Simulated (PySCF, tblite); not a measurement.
Isomers of C2H9F3SSi3, one GFN2-xTB conformer each. Single-point energies are computed at PBE0/pcSseg-1 (PySCF, gas phase, no added dispersion term), electronic only.

Problem. Rank them by PBE0/pcSseg-1 energy, lowest first (kJ/mol).
A. `[F:1][C:2]([F:3])([F:4])[CH2:5][S:6][SiH2:7][SiH2:8][SiH3:9]` with C2–C5–S6–Si7 -78°, C5–S6–Si7–Si8 -156°, S6–Si7–Si8–Si9 51°
B. `[F:1][C:2]([F:3])([F:4])[SiH2:5][CH2:6][S:7][SiH2:8][SiH3:9]` with C2–Si5–C6–S7 180°, Si5–C6–S7–Si8 180°, C6–S7–Si8–Si9 180°

Solution. A (0.0), B (30.6).

As drawn, the higher has an Si–C bond, which the lower lacks. GFN2-xTB itself gives, in the same order: 0.0, 3.0. Both levels put the same isomer lowest.

Problem. Which frontier levels, dipoles and rotational constants go with these structures?

Solution. 
```csv
SMILES,"HOMO (eV, PBE0/pcSseg-1)",LUMO (eV),dipole (D),"A, B, C (MHz)"
FC(F)(F)CS[SiH2][SiH2][SiH3],-7.28,-0.87,2.51,"2073, 318.0, 299.0"
FC(F)(F)[SiH2]CS[SiH2][SiH3],-7.15,-0.84,2.87,"2887, 239.5, 232.2"
```

Problem. What happens when harmonic zero-point energies from GFN2-xTB frequencies are added?

Solution. 
```json
{"SMILES": "FC(F)(F)CS[SiH2][SiH2][SiH3]", "ZPE (kJ/mol)": "259.2", "electronic (kJ/mol)": "0.0", "with ZPE (kJ/mol)": "0.0"}
{"SMILES": "FC(F)(F)[SiH2]CS[SiH2][SiH3]", "ZPE (kJ/mol)": "256.8", "electronic (kJ/mol)": "30.6", "with ZPE (kJ/mol)": "28.3"}
```

The zero-point energies span 2.4 kJ/mol. The order is unchanged.

Problem. As an exercise, what shares would exp(−E/RT) give at 2000 K from these electronic energies alone (no entropy, no degeneracies)?

Solution. RT = 16.629 kJ/mol: FC(F)(F)CS[SiH2][SiH2][SiH3] 86.3 %, FC(F)(F)[SiH2]CS[SiH2][SiH3] 13.7 %.
